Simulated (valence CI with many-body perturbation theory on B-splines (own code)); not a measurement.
Tb LIII: electric-dipole lines

Method: configuration interaction combined with many-body perturbation theory (CI+MBPT): three valence electrons over a frozen Dirac-Fock core [Ne], radial functions for each j: 11 s, 11 p, 9 d, 7 f, 5 g, 2 h, 1 i, with the one-electron correlation potential Σ1, the two-electron term Σ2, the three-electron term Σ3, Breit, model QED; selected CI, second order for the rest (own B-spline code, finite nucleus).

No measured spectrum was set against this ion. As an estimate, large intervals hold to a few tenths of a per cent, small ones and those within an open d or f shell to about a per cent.

Lines 101 to 150 of 265 in falling wavelength, among levels below 7839.4 × 10³ cm⁻¹, chosen from the strongest by gf and those to the six lowest levels. Wavelengths and rates use the calculated energies. Electric multipoles are in the length gauge, E1 and E2 with the static RPA response of the core. Weak lines are less certain than strong ones. Lines between different terms over intervals too small for the method are left out, as are lines whose strength nearly cancels. Where a level lies close to another of its J and parity, the split of strength between their lines is uncertain. The highest levels of a list are the least certain.

Levels are named by their leading jj configuration (3d3/2^4 stands for four electrons in 3d with j = 3/2), which in mixed levels can hold well under half, so a name can repeat and another be missing. Letters in brackets count levels of one name in rising energy.

| λ vac (Å) | Upper | Lower | A (s⁻¹) | log gf | Branch % |
| --- | --- | --- | --- | --- | --- |
| 38.69 | (3s 3p3/2^2) J=5/2 | (3s^2 3p3/2) J=3/2 | 3.01e+11 | -0.39 | 100.0 |
| 38.69 | (3p1/2 3p3/2 3d5/2) J=3/2 [a] | (3s 3p1/2 3d5/2) J=3/2 | 1.80e+11 | -0.79 | 16.8 |
| 38.47 | (3p1/2 3p3/2^2) J=3/2 | (3s 3p1/2 3p3/2) J=1/2 | 4.68e+11 | -0.38 | 38.2 |
| 38.28 | (3p1/2 3p3/2 3d5/2) J=7/2 [a] | (3s 3p1/2 3d5/2) J=7/2 | 4.16e+10 | -1.14 | 7.2 |
| 38.24 | (3s 3p3/2 3d5/2) J=7/2 [a] | (3s^2 3d5/2) J=5/2 | 8.36e+10 | -0.83 | 26.2 |
| 38.04 | (3s 3p3/2 3d5/2) J=3/2 [a] | (3s^2 3d5/2) J=5/2 | 9.72e+10 | -1.07 | 18.1 |
| 37.93 | (3p1/2 3p3/2^2) J=5/2 | (3s 3p1/2 3p3/2) J=3/2 [b] | 3.21e+11 | -0.38 | 58.9 |
| 37.88 | (3p1/2 3p3/2 3d5/2) J=5/2 [a] | (3s 3p1/2 3d5/2) J=5/2 [b] | 2.37e+11 | -0.51 | 43.7 |
| 37.61 | (3p1/2 3p3/2 3d3/2) J=5/2 [a] | (3s 3p1/2 3d3/2) J=5/2 | 1.39e+11 | -0.75 | 34.7 |
| 37.48 | (3p1/2 3p3/2^2) J=3/2 | (3s 3p1/2 3p3/2) J=3/2 [b] | 1.37e+11 | -0.94 | 11.2 |
| 37.43 | (3p1/2 3p3/2 3d5/2) J=9/2 | (3s 3p1/2 3d5/2) J=7/2 | 2.91e+11 | -0.21 | 85.7 |
| 37.27 | (3s 3p3/2 3d3/2) J=3/2 [b] | (3s^2 3d3/2) J=3/2 | 3.78e+11 | -0.50 | 26.9 |
| 37.07 | (3p1/2 3p3/2 3d5/2) J=7/2 [a] | (3s 3p1/2 3d5/2) J=5/2 [a] | 4.46e+11 | -0.13 | 77.4 |
| 36.89 | (3p1/2 3p3/2 3d3/2) J=3/2 [b] | (3s 3p1/2 3d3/2) J=3/2 [b] | 8.83e+10 | -1.14 | 6.6 |
| 36.87 | (3p1/2 3p3/2 3d3/2) J=3/2 [a] | (3s 3p1/2 3d3/2) J=5/2 | 1.57e+11 | -0.89 | 22.1 |
| 36.84 | (3p1/2 3p3/2 3d5/2) J=5/2 [a] | (3s 3p1/2 3d5/2) J=7/2 | 1.06e+11 | -0.89 | 19.5 |
| 36.78 | (3p1/2 3p3/2 3d3/2) J=5/2 [b] | (3s 3p1/2 3d3/2) J=3/2 [b] | 4.19e+11 | -0.29 | 34.8 |
| 36.77 | (3p3/2^3) J=3/2 | (3s 3p3/2^2) J=3/2 | 1.40e+12 | 0.06 | 67.5 |
| 36.74 | (3p1/2 3p3/2 3d5/2) J=5/2 [b] | (3s 3p1/2 3d5/2) J=3/2 | 1.04e+11 | -0.90 | 12.5 |
| 36.58 | (3p1/2 3p3/2 3d5/2) J=7/2 [b] | (3s 3p1/2 3d5/2) J=5/2 [b] | 8.57e+10 | -0.86 | 17.1 |
| 36.51 | (3s 3p3/2 3d5/2) J=7/2 [b] | (3s^2 3d5/2) J=5/2 | 6.44e+11 | 0.01 | 74.8 |
| 36.47 | (3p1/2 3p3/2 3d3/2) J=3/2 [b] | (3s 3p1/2 3d3/2) J=1/2 | 1.10e+11 | -1.06 | 8.2 |
| 36.41 | (3p1/2 3p3/2 3d3/2) J=5/2 [a] | (3s 3p1/2 3d3/2) J=3/2 [a] | 1.42e+11 | -0.77 | 35.4 |
| 36.34 | (3p1/2^2 3p3/2) J=3/2 | (3s 3p1/2^2) J=1/2 | 1.58e+11 | -0.90 | 69.5 |
| 36.31 | (3p1/2 3p3/2 3d3/2) J=7/2 | (3s 3p1/2 3d3/2) J=5/2 | 4.81e+11 | -0.12 | 89.8 |
| 36.25 | (3s 3p1/2 3p3/2) J=3/2 [b] | (3s^2 3p1/2) J=1/2 | 3.00e+11 | -0.63 | 94.9 |
| 36.15 | (3p3/2^3) J=3/2 | (3s 3p3/2^2) J=1/2 | 3.57e+11 | -0.55 | 17.2 |
| 36.05 | (3p1/2 3p3/2^2) J=1/2 | (3s 3p1/2 3p3/2) J=3/2 [b] | 6.64e+11 | -0.59 | 75.2 |
| 36.04 | (3p1/2 3p3/2 3d3/2) J=1/2 [b] | (3s 3p1/2 3d3/2) J=1/2 | 2.71e+11 | -0.98 | 23.7 |
| 35.96 | (3p1/2 3p3/2 3d5/2) J=1/2 | (3s 3p1/2 3d5/2) J=3/2 | 1.56e+11 | -1.22 | 20.5 |
| 35.94 | (3p1/2 3p3/2 3d5/2) J=3/2 [a] | (3s 3p1/2 3d5/2) J=5/2 [a] | 9.36e+10 | -1.14 | 8.8 |
| 35.86 | (3p1/2 3p3/2^2) J=5/2 | (3s 3p1/2 3p3/2) J=5/2 | 1.74e+11 | -0.70 | 31.9 |
| 35.78 | (3s 3p3/2 3d3/2) J=5/2 [b] | (3s^2 3d3/2) J=3/2 | 1.33e+12 | 0.19 | 78.7 |
| 35.71 | (3p1/2 3p3/2 3d3/2) J=3/2 [a] | (3s 3p1/2 3d3/2) J=3/2 [a] | 2.88e+11 | -0.66 | 40.6 |
| 35.60 | (3p1/2 3p3/2 3d5/2) J=7/2 [b] | (3s 3p1/2 3d5/2) J=7/2 | 1.22e+11 | -0.73 | 24.3 |
| 35.47 | (3p1/2 3p3/2 3d3/2) J=1/2 [a] | (3s 3p1/2 3d3/2) J=3/2 [a] | 5.92e+11 | -0.65 | 77.5 |
| 35.46 | (3p1/2 3p3/2^2) J=3/2 | (3s 3p1/2 3p3/2) J=5/2 | 9.40e+10 | -1.15 | 7.7 |
| 35.39 | (3s 3p3/2 3d3/2) J=1/2 [b] | (3s^2 3d3/2) J=3/2 | 1.15e+12 | -0.36 | 59.0 |
| 35.37 | (3s 3p1/2 3p3/2) J=1/2 | (3s^2 3p1/2) J=1/2 | 1.01e+12 | -0.42 | 97.8 |
| 35.33 | (3s 3p3/2^2) J=1/2 | (3s^2 3p3/2) J=3/2 | 7.29e+11 | -0.56 | 99.3 |
| 35.14 | (3p1/2 3p3/2 3d5/2) J=3/2 [b] | (3s 3p1/2 3d5/2) J=5/2 [b] | 4.31e+11 | -0.50 | 53.0 |
| 35.13 | (3s 3p3/2 3d5/2) J=5/2 [a] | (3s^2 3d3/2) J=3/2 | 6.24e+10 | -1.16 | 13.5 |
| 35.00 | (3p1/2 3p3/2 3d3/2) J=5/2 [a] | (3p1/2^2 3p3/2) J=3/2 | 7.94e+10 | -1.06 | 19.9 |
| 34.93 | (3s 3p1/2 3d3/2) J=3/2 [a] | (3s 3p1/2^2) J=1/2 | 7.91e+10 | -1.24 | 70.9 |
| 34.76 | (3s 3p3/2^2) J=3/2 | (3s^2 3p3/2) J=3/2 | 1.48e+12 | 0.03 | 99.9 |
| 34.74 | (3s 3p3/2 3d5/2) J=3/2 [b] | (3s^2 3d5/2) J=5/2 | 9.03e+11 | -0.18 | 78.7 |
| 34.66 | (3s 3p3/2 3d3/2) J=3/2 [a] | (3s 3p1/2 3p3/2) J=3/2 [b] | 9.09e+09 | -2.18 | 1.1 |
| 34.55 | (3p1/2 3p3/2 3d5/2) J=7/2 [b] | (3s 3p1/2 3d5/2) J=5/2 [a] | 4.94e+10 | -1.15 | 9.9 |
| 34.53 | (3s 3p3/2 3d3/2) J=1/2 [a] | (3s 3p1/2 3p3/2) J=3/2 [b] | 5.81e+10 | -1.68 | 8.6 |
| 34.52 | (3s 3p3/2 3d5/2) J=5/2 [b] | (3s^2 3d5/2) J=5/2 | 7.57e+11 | -0.09 | 63.1 |
